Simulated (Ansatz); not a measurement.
Program: Ansatz. Geometries: PBE0-D4/def2-TZVP. ΔE: electronic, gas phase. CCSD(T)/CBS adds triple-zeta CCSD(T) − MP2 to the extrapolated MP2 energy (def2 sets, frozen cores). This one scheme is used for every species, atoms too. Functionals use def2-TZVPP. Open shells (•) are unrestricted, without spin–orbit coupling. Spin–orbit coupling would lower the free atoms: a little for C, F; clearly for Se. For Se outer-core shells are correlated without core-valence functions, so the limit isn't a true one: a few kJ/mol of doubt a bond, and 10 to 20 or more in all where bonds break to atoms. Scalar relativity is left out up to krypton.

Consider the atomization: `Fc1ccc[se]1` → 4 C• + F• + 3 H• + Se•.

```json
{"level": "r2SCAN-D4", "ΔE (kJ/mol)": "3996.7"}
{"level": "PBE0-D4", "ΔE (kJ/mol)": "4026.1"}
{"level": "PBE", "ΔE (kJ/mol)": "4123.5"}
{"level": "r2SCAN0", "ΔE (kJ/mol)": "3893.4"}
```

(1) What does CCSD(T)/CBS give? (Best estimate.)

Largest T1 diagnostic among the species: 0.012.

## Answers

(1) Computed: +3946.0 kJ/mol. The listed levels differ from it by 50.7, 80.1, 177.5, -52.6 kJ/mol.

From BLYP to BHLYP (50 % exact exchange), in def2-TZVPP and without D4, ΔE moves by −179.0 kJ/mol: exact exchange takes away binding that semilocal exchange gives to molecules. At CCSD(T), def2-SVP lies −195.1 kJ/mol from the extrapolated value and def2-TZVPP −106.7 kJ/mol: correlation converges slowly with the basis, and small sets miss more of it in the bonded molecule than in its fragments.

For atomizations the MP2-based limit and the directly extrapolated one differ by several kJ/mol either way, and by 10 to 25 for some Ge, Se and Sn compounds, so smaller differences from it don't rank the levels.
